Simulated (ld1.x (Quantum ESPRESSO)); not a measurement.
Reading a pseudo-wave (titanium (Ti))

Columns: radius, all-electron u(r) and pseudo u(r) of the 3d shell (level -4.26 eV) of titanium in the configuration [Ar] 3d2 4s2 4p0; PBE, scalar-relativistic, TM scheme, ld1.x (Quantum ESPRESSO) 7.5.

```csv
r (bohr),all-electron,pseudo
0.180,0.1144,0.0464
0.360,0.3721,0.2777
0.540,0.5859,0.5802
0.720,0.7135,0.7491
0.900,0.7645,0.7807
1.080,0.7634,0.7646
1.260,0.7325,0.7325
1.440,0.6868,0.6868
1.620,0.6351,0.6351
1.800,0.5826,0.5826
1.980,0.5320,0.5320
2.160,0.4848,0.4848
2.340,0.4413,0.4413
2.520,0.4017,0.4017
2.700,0.3656,0.3656
2.880,0.3327,0.3327
3.060,0.3027,0.3027
3.240,0.2752,0.2752
3.420,0.2500,0.2500
3.600,0.2269,0.2269
3.780,0.2059,0.2059
3.960,0.1866,0.1866
4.140,0.1690,0.1690
4.320,0.1529,0.1529
4.500,0.1383,0.1383
4.680,0.1251,0.1251
```

(1) How many radial nodes do the two functions have?

(2) At about which radius was the pseudo-wave matched?

(3) Is the pseudo-wave norm-conserving?

## Answers

(1) The all-electron 3d function has n − l − 1 = 0; the pseudo-wave has 0.

(2) 1.25 bohr, where the columns begin to agree (steps of 0.18 bohr).

(3) Yes: the TM scheme keeps the norm inside the radius equal to the all-electron one, which fixes the energy derivative of the logarithmic derivative at the level.
